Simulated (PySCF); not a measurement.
# Excitation energy of N⁺ by level of theory

N⁺ [He] 2s2 2p2 (3P) → N⁺ [He] 2s1 2p2 3s1 (5P), as a difference of total energies. All numbers are calculated (PySCF 2.14, scalar relativity by spin-free X2C-1e, in aug-cc-pCVQZ-DK (9s8p6d4f2g, 109 functions)). Correlated levels: valence: 1s2 frozen; valence and next inner shell: nothing frozen. The calculations carry no spin-orbit coupling.

| method | excitation energy (cm⁻¹) |
| --- | --- |
| UHF | 188470 |
| LDA | 202700 |
| PBE | 201930 |
| PBE0 | 201690 |
| r2SCAN | 199890 |
| wB97X | 202250 |
| MN15 | 204750 |
| TPSSh | 204970 |
| MP2 (valence) | 201690 |
| SCS-MP2 (valence) | 205180 |
| MP2 (valence and next inner shell) | 201940 |
| SCS-MP2 (valence and next inner shell) | 205370 |

The promoted electron is Rydberg-like, and one or two diffuse shells describe it only roughly, which tends to raise the upper state.
